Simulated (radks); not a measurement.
Question: Coherent X-ray form factor from a spherical all-electron density. Method: scalar-relativistic Kohn-Sham, LDA (Slater exchange, Perdew-Wang correlation), spin-polarised, spherical densities, finite nucleus; Fermi nuclear charge, rms radius of each element as measured or else 0.836 A^(1/3) + 0.57 fm; computed with a radial shooting solver on a logarithmic mesh with Libxc functionals.

sin(theta)/lambda (1/angstrom),f0 (electrons)
0.05,2.712
0.1,2.221
0.15,1.903
0.2,1.733
0.25,1.612
0.3,1.494
0.4,1.248
0.5,1.010
0.6,0.803
0.8,0.499
1,0.312
1.25,0.180
1.5,0.108
2,0.044

The species is in the configuration that NIST lists as its ground one. Which atom or ion scatters so?

Answer: Neutral lithium, [He] 2s1. Extrapolating in s^2 from the first two rows gives f0(0) = 2.9, near the electron count 3; among species with that count, the fall with angle is slower the higher Z, and the table is that of Z = 3; from so few rows the species is fixed only to a neighbour or two.
